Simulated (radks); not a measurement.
Spherical jellium clusters: N electrons in a uniform positive sphere of charge N and radius rs N^(1/3), rs = 3.37 bohr. Calculated with a radial shooting solver with Libxc functionals: non-relativistic Kohn-Sham, PBEsol, spin-polarised, spherical densities. Levels are named by radial order and angular momentum (1s, 1p, 1d, 2s, ...), and open shells are averaged over m. Each electron was tried in the lowest free levels, single moves between levels near the top were tried too, and the lowest total energy was kept; such a search can miss a lower state. Energies include the self-energy of the background; IP and EA are vertical (highest electron removed, lowest free level filled), at fixed background; spill-out counts the electrons outside the background radius R, and alpha is the static dipole polarisability from linear response (closed shells only). A dash means not computed or, for alpha, an open shell; in EA it means that no bound solution was reached, which is typical of self-interaction and does not show that the anion is unstable. Real open-shell clusters deform, which this model forbids.

N,open shells,2S,E/N (eV),E(N+1) + E(N-1) - 2E(N) (eV),IP (eV),EA (eV),-e(HOMO) (eV)
1,"1s(up 1, down 0)",1,-1.120,-,-,-,3.353
2,none,0,-1.605,1.347,5.908,-,3.617
3,"1p(up 1, down 0)",1,-1.318,-0.790,4.119,-,2.265
4,"1p(up 2, down 0)",2,-1.372,-0.570,4.838,-,2.910
5,"1p(up 3, down 0)",3,-1.518,0.465,5.237,-,3.328
6,"1p(up 3, down 1)",2,-1.539,-0.543,4.612,-,2.948
7,"1p(up 3, down 2)",1,-1.631,-0.366,5.059,1.749,3.356
8,none,0,-1.745,1.603,5.329,-,3.637
9,"1d(up 1, down 0)",1,-1.657,-0.349,3.638,-,2.141
10,"1d(up 2, down 0)",2,-1.620,-0.296,3.981,-,2.483
11,"1d(up 3, down 0)",3,-1.618,-0.254,4.245,-,2.755
12,"1d(up 4, down 0)",4,-1.637,-0.220,4.455,1.569,2.979
13,"1d(up 5, down 0)",5,-1.670,0.458,4.627,1.252,3.166
14,"1d(up 5, down 0) 2s(up 1, down 0)",6,-1.665,-0.189,4.120,1.368,2.780
15,"1d(up 5, down 2)",3,-1.674,-0.255,4.316,1.627,2.948
16,"1d(up 5, down 3)",2,-1.698,-0.185,4.501,1.824,3.140
17,"1d(up 5, down 4)",1,-1.729,-0.160,4.652,1.992,3.301
18,none,0,-1.766,0.197,4.778,1.852,3.439
19,"2s(up 1, down 0)",1,-1.789,0.298,4.548,1.641,3.251
20,none,0,-1.795,0.664,4.255,-,3.035
21,"1f(up 1, down 0)",1,-1.768,-0.169,3.620,-,2.383
22,"1f(up 2, down 0)",2,-1.752,-0.154,3.771,1.346,2.542
23,"1f(up 3, down 0)",3,-1.743,-0.141,3.905,1.493,2.682
24,"1f(up 4, down 0)",4,-1.742,-0.129,4.023,1.626,2.809
25,"1f(up 5, down 0)",5,-1.745,-0.119,4.129,1.747,2.923
26,"1f(up 6, down 0)",6,-1.753,-0.110,4.224,1.858,3.027
27,"1f(up 7, down 0)",7,-1.764,0.411,4.311,1.457,3.122
28,"1f(up 7, down 1)",6,-1.760,-0.132,3.876,1.597,2.725
29,"1f(up 7, down 2)",5,-1.761,-0.120,3.993,1.724,2.847
30,"1f(up 7, down 3)",4,-1.765,-0.110,4.097,1.839,2.956
31,"1f(up 7, down 4)",3,-1.773,-0.101,4.190,1.944,3.056
32,"1f(up 7, down 5)",2,-1.784,-0.093,4.275,2.041,3.147
33,"1f(up 7, down 6)",1,-1.797,-0.086,4.351,2.130,3.230
34,none,0,-1.811,0.420,4.422,1.754,3.307
35,"2p(up 1, down 0)",1,-1.813,-0.066,3.986,1.860,2.912
36,"2p(up 2, down 0)",2,-1.816,-0.051,4.069,1.949,2.997
37,"2p(up 3, down 0)",3,-1.821,0.321,4.135,1.679,3.068
38,"2p(up 3, down 1)",2,-1.817,-0.075,3.827,1.800,2.804
39,"2p(up 3, down 2)",1,-1.815,-,3.928,1.903,2.904

All shells are closed at N = 2, 8, 18, 20, 34 (there: 1s2 1p6 1d10 2s2 1f14); the second difference of the energy has clear peaks (12 % above both neighbours; the first and last values, which can be the largest, are not judged, and half-filled shells can peak too) at N = 5, 8, 13, 20, 27, 34, 37.
